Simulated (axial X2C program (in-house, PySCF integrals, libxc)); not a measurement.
Correcting the dissociation energy of TeF for spin–orbit coupling

A spin-free PBE0 curve (one-electron X2C) was computed with an in-house relativistic program for diatomic molecules, basis Te dyall-cv3z [11s12p8d4f1g], F dyall-av3z [7s6p3d2f] (cores contracted in-house), for the state M_S = 1/2, Λ = 1 (beyond evenly filled blocks: π+α, π+β, π-α). It gives D0 = 3.463 eV to Te + F, which in a spin-free picture are the weighted means of the ground terms.

Measured levels of the ground terms (NIST Handbook of Basic Atomic Spectroscopic Data), in cm⁻¹: Te 3P: J = 2 at 0, J = 0 at 4706.5, J = 1 at 4750.7; F 2P: J = 3/2 at 0, J = 1/2 at 404.1.

The two components of the molecular doublet are 4338 cm⁻¹ apart in the PBE0 2c search (Ω = 3/2 lower), so the lower one lies 2169 cm⁻¹ under their mean.

(1) How far does each ground level lie under the (2J+1)-weighted mean of its term?

(2) Correct D0.

Second-order spin–orbit effects in the molecule, which grow quickly with Z, are left out. The state is one determinant whose occupation by symmetry is held fixed; it was picked as the lowest of a PBE0 search that is not exhaustive. Dissociation energies refer to the lowest single-determinant-based atoms at the same level and basis. Without a current term, density functionals place determinants with orbital angular momentum somewhat too high.

Results:

(1) Te: (5 × 0 + 1 × 4706.5 + 3 × 4750.7)/9 = 2107 cm⁻¹; F: (4 × 0 + 2 × 404.1)/6 = 135 cm⁻¹.

(2) D0 = 3.463 + (2169 − 2242)/8065.5 = 3.454 eV at PBE0 with these spin–orbit terms.
